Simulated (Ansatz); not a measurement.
Job for Ansatz (a first-principles code): R-CCSD(T)/cc-pV(D+d)Z on H2O3Si (SMILES O=[Si](O)O). The basis file is the Basis Set Exchange's JSON of that set.

Ansatz 0.2 input:
```yaml
crystal:
  periodic: [false, false, false]
  atoms:
    - {symbol: Si, position_ang: [-0.00000000, 0.26757574, -0.00000000]}
    - {symbol: O, position_ang: [-0.00000000, 1.78294173, -0.00000000]}
    - {symbol: O, position_ang: [1.27448975, -0.72756759, -0.00000000]}
    - {symbol: O, position_ang: [-1.27448975, -0.72756759, -0.00000000]}
    - {symbol: H, position_ang: [2.13638503, -0.29759114, 0.00000000]}
    - {symbol: H, position_ang: [-2.13638503, -0.29759114, 0.00000000]}
basis:
  gaussian:
    orbitals: cc-pV_D+d_Z.json
magnetization: {spin_polarized: false}
correlation: {method: ccsd_t, electrons: outside_noble_gas}
scf: {lower_state_search: off}
```

The log:

```
WARN ansatz: RAYON_NUM_THREADS=4 ignored (pool sized by the plan → 4); use --threads N
Functional definition: HF
these checks for a lower state are left out or cut short: stability, starts, cluster_reference, orbital_swaps, neighbouring_geometries, increment
integrals: 0.06 GiB planned
727 factors; integrals over basis functions are off by at most 1.2e-3 eV
mean field: 0.17 GiB planned
mean field evaluation 1: about -14003.1498 eV, gradient 5.3e1 eV
mean field evaluation 2: about -14003.1929 eV, gradient 5.4e1 eV
mean field evaluation 4: about -14008.4279 eV, gradient 4.2e0 eV
mean field evaluation 8: about -14008.4839 eV, gradient 3.5e-1 eV
mean field evaluation 16: about -14008.4847 eV, gradient 1.3e-6 eV
mean field -14008.48474675 eV, -514.8023191511 hartree, gradient 1.3e-6 eV, S^2 0.000000; 0 other end points of the search recorded, 0 dependent functions left out
8 core orbitals not correlated
reference -14008.48474675 eV, -514.8023191511 hartree; 12, 12 occupied and 55, 55 virtual orbitals, 727 factors
second order -17.70980028 eV of doubles, -0.00000000 eV of singles
coupled cluster: 0.18 GiB planned
cycle   1  -17.39283403 eV  change    3.2e-1 eV  update   1.1e-1
cycle   2  -17.82117938 eV  change   -4.3e-1 eV  update   3.6e-2
cycle   3  -17.95936691 eV  change   -1.4e-1 eV  update   2.0e-2
cycle   4  -17.95523150 eV  change    4.1e-3 eV  update   4.5e-3
cycle   5  -17.94937023 eV  change    5.9e-3 eV  update   1.7e-3
cycle   6  -17.94982720 eV  change   -4.6e-4 eV  update   5.3e-4
cycle   7  -17.94975564 eV  change    7.2e-5 eV  update   1.6e-4
cycle   8  -17.94965042 eV  change    1.1e-4 eV  update   5.3e-5
cycle   9  -17.94965339 eV  change   -3.0e-6 eV  update   2.0e-5
perturbative correction -0.45213832 eV, -0.0166157768 hartree
Total energy: -14026.88653847 eV, -515.4785725234 hartree
Checks for a lower state left out: stability, starts, cluster_reference, orbital_swaps, neighbouring_geometries, increment
```

The calculation finished and met its thresholds.

Cost: about 4 core-seconds (a rough figure).
